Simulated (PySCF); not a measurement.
Species: `O[C@@H]1C[C@@H](CF)[SiH2][C@@H]1CF`. The columns A, B, C and D hold Mulliken, IAO, Hirshfeld and ESP-fitted charges (e) of one PBE0/pcSseg-1 density (PySCF), in a shuffled order. Coordinates in Å (GFN2-xTB); the density's dipole moment is (1.19, 3.95, 0.11) D.

```tsv
atom	x	y	z	A	B	C	D
O1	-1.149	1.465	-0.916	-0.429	-0.641	-0.194	-0.555
C2	-0.887	0.953	0.377	+0.025	+0.031	+0.043	+0.096
C3	0.596	1.096	0.722	-0.132	-0.283	-0.083	-0.275
C4	1.401	0.284	-0.304	-0.605	+0.014	-0.123	-0.392
C5	2.730	-0.171	0.266	+0.226	-0.033	+0.020	+0.048
F6	2.533	-1.086	1.277	-0.340	-0.225	-0.113	-0.335
Si7	0.231	-1.161	-0.805	+0.737	+0.310	+0.322	+0.732
C8	-1.184	-0.543	0.318	-0.593	-0.013	-0.125	-0.396
C9	-2.577	-0.826	-0.204	+0.277	+0.058	+0.015	+0.048
F10	-2.742	-2.178	-0.406	-0.347	-0.255	-0.125	-0.334
H11	-0.819	2.368	-0.967	+0.232	+0.450	+0.169	+0.351
H12	-1.519	1.471	1.118	+0.111	+0.077	+0.032	+0.118
H13	0.761	0.688	1.720	+0.131	+0.120	+0.041	+0.146
H14	0.896	2.148	0.729	+0.116	+0.092	+0.035	+0.126
H15	1.629	0.911	-1.168	+0.142	+0.041	+0.037	+0.148
H16	3.338	-0.674	-0.493	+0.110	+0.088	+0.043	+0.137
H17	3.298	0.656	0.709	+0.105	+0.086	+0.040	+0.132
H18	0.729	-2.471	-0.398	-0.065	-0.079	-0.076	-0.110
H19	-0.090	-1.090	-2.229	-0.068	-0.074	-0.076	-0.114
H20	-1.094	-0.962	1.323	+0.152	+0.068	+0.044	+0.150
H21	-3.358	-0.519	0.501	+0.101	+0.064	+0.039	+0.131
H22	-2.734	-0.339	-1.169	+0.114	+0.103	+0.035	+0.148
```

Which column most likely holds the ESP-fitted charges?

B. Σ q r misses the density's dipole by 0.02 D (B), 1.14 D (D), 1.72 D (A), 1.75 D (C). Charges fitted to the outside potential are the only set here that is tied to the molecule's multipoles.

And the Hirshfeld charges?

C. The mean sizes are 0.083 e (C), 0.146 e (B), 0.228 e (D), 0.234 e (A), and Hirshfeld charges are commonly the smallest of these schemes.

As computed, A = Mulliken, B = ESP-fitted, C = Hirshfeld, D = IAO. Hydrogens on carbon: Mulliken +0.10 to +0.15, ESP-fitted +0.04 to +0.12, Hirshfeld +0.03 to +0.04, IAO +0.12 to +0.15 e.

The IAO scheme counts the electrons in orthogonalised intrinsic atomic orbitals, a minimal basis polarised so that it spans the occupied orbitals exactly. The Mulliken scheme gives each basis function's population to the atom it is centred on and halves the overlap population of two atoms between them.

Isolated species at its GFN2-xTB geometry (one conformer only).

The run behind these numbers computed NMR shieldings as well. Hardware: an Intel Xeon at 2.50 GHz with one thread, no GPU (shared host). Cost: 2.8 min wall (grids of density and orbitals included), 1.1 GiB resident at most.
